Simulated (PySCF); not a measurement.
Bond curve of CaC⁻

Set-up: basis Ca aug-pcseg-1, C aug-pcseg-1; no relativity; PySCF 2.14. Energies in eV from Ca + C⁻ in their ground configurations at the same level. State: ⁴Σ⁻ (quartet), unpaired electrons σ ↑, π ↑↑.

All columns are MN15. A positive dipole points towards C; it is taken about the centre of mass and depends on that origin.

```csv
R (Å),E (eV),μ (D),Mulliken charge on Ca (basis-dependent),HOMO (eV),LUMO (eV),Mayer bond order,⟨S²⟩
2.068,-1.533,3.05,-0.24,-0.13,2.04,0.82,3.76
2.164,-1.780,2.64,-0.22,-0.15,2.11,0.78,3.76
2.261,-1.915,2.19,-0.21,-0.17,2.15,0.76,3.76
2.333,-1.963,1.84,-0.21,-0.19,2.18,0.75,3.76
2.405,-1.976,1.47,-0.21,-0.22,2.18,0.74,3.76
2.477,-1.964,1.09,-0.21,-0.24,2.18,0.73,3.76
2.573,-1.918,0.55,-0.21,-0.28,2.18,0.71,3.76
2.694,-1.831,-0.16,-0.21,-0.32,2.20,0.67,3.76
2.838,-1.703,-1.05,-0.20,-0.37,2.25,0.60,3.76
3.030,-1.518,-2.25,-0.20,-0.45,2.28,0.50,3.76
```

A fit through these points gives, at Re = 2.403 Å, μ = 1.49 D and dμ/dR = -5.23 D/Å; the reduced mass is 9.229 u.

How strong is the fundamental in the double-harmonic approximation, I = 42.26·(dμ/dR)²/μred km/mol?

I = 42.26·(-5.23)²/9.229 = 125 km/mol at MN15.

For an ion De counts to the pair picked by the measured ionisation energies or electron affinities, which need not be the lowest pair at this level. The state is the lowest determinant that a PBE0 search found; another state may lie lower at other levels.
